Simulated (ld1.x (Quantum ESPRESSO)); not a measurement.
# Ranking TM potentials for Eu

All share these settings but for the change named:

europium, norm-conserving Troullier–Martins (Kleinman–Bylander form), made with ld1.x (Quantum ESPRESSO) 7.5 (PBE, scalar-relativistic). Core [Kr] 4d10, reference 4f6 5s2 5p6 5d1 6s2 6p0. Waves: 5s (bound): rc 1.40 bohr; 5p (bound): rc 1.90 bohr; 5d (bound): rc 2.60 bohr; 4f (bound): rc 1.45 bohr. Local part: all-electron potential smoothed inside 1.95 bohr (lloc = -1). Core correction: none.

Occupied shells without a wave of their own: 6s. They enter only through the test configuration that unscreens the potential.

Test errors are all-electron minus pseudo excitation energies from the reference, over 4f7 5s2 5p6 5d0 6s2 6p0; 4f7 5s2 5p6 5d0 6s1 6p0; 4f7 5s2 5p6 5d0 6s0 6p0; 4f6 5s2 5p6 5d0 6s2 6p0; 4f7 5s2 5p5 5d0 6s2 6p0; 4f7 5s2 5p6 5d0.5 6s1.5 6p0; 4f6 5s2 5p6 5d1 6s1 6p0. None of these files shows a bound ghost.

The base gives 113.0 meV.

Of 6 variants that were run, those that failed, showed a ghost or another fault, or gave nearly equal values are left out.

A variant can come out equal or close to the base, since the largest error may sit in a test that the change hardly touches while other tests move.

(1) Rank these variants by their largest absolute test error, smallest first.
A. local potential the s channel
B. wave 5p (bound): rc 1.90 bohr becomes 5p (bound): rc 1.64 bohr
C. wave 5d (bound): rc 2.60 bohr becomes 5d (bound): rc 2.76 bohr

## Answers

(1) C (113.8 meV), B (157.1 meV), A (212.0 meV).
